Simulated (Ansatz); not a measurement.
Reaction (substitution at a C–Cl bond): `[CH3][GeH2][C](=N)Cl` + H–F → `[CH3][GeH2][C](=N)F` + HCl

Gas-phase electronic energies from Ansatz, PBE0-D4/def2-TZVP geometries. CCSD(T)/CBS is the MP2 limit (def2-TZVPP, def2-QZVPP) plus CCSD(T) − MP2 in def2-TZVPP, frozen cores. This one scheme is used for every species. DFT in def2-TZVPP. HSE06 is defined as in plane-wave codes. For Ge outer-core shells are correlated without core-valence functions, which leaves a few kJ/mol of doubt a bond. Scalar relativity is left out up to krypton. One conformer a species, not always the lowest.

CCSD(T)/CBS gives +5.7 kJ/mol.

(1) Another level gave -5.8 kJ/mol. Which?
A. HSE06/def2-TZVPP
B. CAM-B3LYP-D4/def2-TZVPP
C. PBE-D4/def2-TZVPP
D. HF/def2-TZVPP

(2) What do rigid-rotor, harmonic-oscillator terms from PBE0-D4/def2-TZVP frequencies (298.15 K, 1 bar) make of the CCSD(T)/CBS value? (Estimate.)

Largest T1 diagnostic among the species: 0.013.

## Answers

(1) A. HSE06 -5.8, PBE-D4 -1.3, CAM-B3LYP-D4 -13.2, HF/def2-TZVPP -22.1 kJ/mol.

(2) The calculation gave: ΔZPE = -2.5 kJ/mol, ΔH = +2.4 kJ/mol, ΔS = 4 J/(mol·K), ΔG = +1.4 kJ/mol. Modes under 50 cm⁻¹ make the entropy rough.

Leaving LDA and LC-ωPBE aside and taking each functional with its dispersion term where it has one, the values, not all of them listed here, spread over 16.5 kJ/mol, from CAM-B3LYP-D4 to revPBE-D4. At CCSD(T), def2-SVP lies −21.3 kJ/mol from the extrapolated value and def2-TZVPP −6.9 kJ/mol. In def2-TZVPP, CCSD(T) changes the Hartree–Fock value by +20.9 kJ/mol (the triples alone add +3.9 kJ/mol) and MP2 by +31.9 kJ/mol.

CCSD(T)/CBS has its own doubt, a few kJ/mol and more with outer-core shells, so smaller differences from it don't rank the levels.
